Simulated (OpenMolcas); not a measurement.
# Xe⁴⁺: effect of the active space

- Program: OpenMolcas 26.06
- Method: CASSCF or its RAS form
- Basis: ANO-RCC
- Scalar Hamiltonian: DKH2, point nucleus
- Spin-orbit coupling: RASSI with atomic mean-field integrals over the reference wave functions, term energies averaged over their components

A. 4 electrons in 8 orbitals (5s 5p 6s 6p); 2S+1 = 3 even, 3 roots; 2S+1 = 1 even, 12 roots; 2S+1 = 5 odd, 1 root; 2S+1 = 3 odd, 9 roots; 2S+1 = 1 odd, 8 roots; cost of the order of 70 core-seconds
B. 2 electrons in 9 orbitals (RAS2 5p; RAS3 5d 6s, at most 1 electron); 2S+1 = 3 even, 3 roots; 2S+1 = 1 even, 6 roots; 2S+1 = 3 odd, 18 roots; 2S+1 = 1 odd, 18 roots; cost roughly 80 core-seconds
C. 4 electrons in 9 orbitals (RAS2 5s 5p; RAS3 5d, at most 2 electrons); 2S+1 = 3 even, 6 roots; 2S+1 = 1 even, 12 roots; 2S+1 = 5 odd, 1 root; 2S+1 = 3 odd, 9 roots; 2S+1 = 1 odd, 8 roots; cost about 70 core-seconds

Energies in cm⁻¹ above 5s² 5p² ³P₀, the measured ground level; measured values from Saloman, J. Phys. Chem. Ref. Data 33, 765 (2004).

| Level | A | B | C | Measured |
| --- | --- | --- | --- | --- |
| 5s² 5p² ³P₀ | 0.0 | 0.0 | 0.0 | 0.0 |
| 5s² 5p² ³P₁ | 7941 | 7613 | 7648 | 9292 |
| 5s² 5p² ³P₂ | 13380 | 13148 | 12957 | 14127 |
| 5s² 5p² ¹D₂ | 28239 | 28248 | 27433 | 28411 |
| 5s² 5p² ¹S₀ | 41916 | 48204 | 44609 | 44470 |

Deviations, from unrounded energies. A percentage is the sum of absolute deviations over the sum of measured energies, with the sign that they share, or ± where signs differ.

| Against measurement | Levels | A | B | C |
| --- | --- | --- | --- | --- |
| mean absolute deviation (cm-1) | 4 | 1200 | 1600 | 980 |
| fine structure of the ground term (%) | 2 | -9.0 | -11.3 | -12.0 |
| other terms of the ground configuration (%) | 2 | -3.7 | ±5.3 | ±1.5 |

C lies closest to measurement on these levels and B furthest from it. The largest miss of C in the table is 5s² 5p² ³P₁, by -1600 cm-1. The ranking rests on the paired levels alone, and a cruder setting can come out closer through cancelling errors.

Among A to C the level of the table that moves most is 5s² 5p² ¹S₀, by 6300 cm-1 (lowest in A, highest in B).

Active for correlation alone: 6p 6s; no level in the range computed is led by a configuration that fills them, so any true level of that kind is missing (holds for A). With the s shell closed, the reference lacks s² → p² mixing (holds for B). Active for correlation alone: 5d; no level in the range computed is led by a configuration that fills it, so any true level of that kind is missing (holds for C). Measured partners are found by configuration, term and J. A level has none where our copy of the source lacks it or the pairing is in doubt (some pairs that miss far off the trend of their configuration count as doubtful), and it then counts in no deviation. Levels of configurations outside the active space are missing. The table leaves out levels that lie high or whose names do not pair safely across all columns.
